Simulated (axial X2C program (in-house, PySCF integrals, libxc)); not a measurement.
**Worked dissociation energy of ZrN⁻: CCSD(T), 2c**

Calculated with an axial X2C code built on PySCF integrals. Two-component (2c) means X2C with spin–orbit coupling and atomic mean-field two-electron Coulomb and Gaunt terms. Basis: Zr dyall-acv3z [12s13p10d6f3g], N dyall-av3z [7s7p3d2f] (cores contracted in-house); Gaussian nuclei, density fitting, unrestricted open shells. Masses: Zr 89.905 u, N 14.003 u.

Molecular state: Ω = 0 (closed shell).

Correlated methods: 10 electrons correlated (number of frozen shells: Zr 4 s, 3 p, 1 d; N 1 s), 326 virtual spin orbitals or spinors in MP2, 90 natural virtuals in coupled cluster.

```
E(Zr-) (2M_J = 1) : -3594.911823 hartree
E(N) (2M_J = 3)   : -54.548957 hartree
E(ZrN⁻) at Re     : -3649.722602 hartree
ωe                : 946.2 cm⁻¹
ωexe              : 3.19 cm⁻¹
```

(1) Work out De and D0.

The state is one determinant whose occupation by symmetry is held fixed; it was picked as the lowest of a PBE0 search that is not exhaustive. The closed shell is kept restricted, so the energy runs too high when the bond is stretched far. Dissociation energies refer to the lowest single-determinant-based atoms at the same level and basis. Coupled cluster ran in a truncated set of natural virtual spinors; the MP2 energy of the rest was added. (T) has no such correction and the atoms are truncated less, which lowers De at CCSD(T) by a hundredth of an eV or more. The outer-core s and p shells of the metal are frozen in the correlated rows, which leaves out core–valence correlation; for alkali and alkaline-earth bonds that tends to lengthen them. The T1 diagnostic is large, a sign of multireference character. With the outer-core shells frozen, correlated bond lengths of heavy atoms tend to come out a few hundredths of an ångström too long.

Each atomic determinant is the lowest at this level and need not be a pure J level. Totals compare only within one Hamiltonian and basis.

Answers

(1) De = -3594.911823 + (-54.548957) − (-3649.722602) = 0.26182 hartree = 7.125 eV. The zero-point energy is ωe/2 − ωexe/4 = 472 cm⁻¹ = 0.059 eV, so D0 = 7.066 eV.
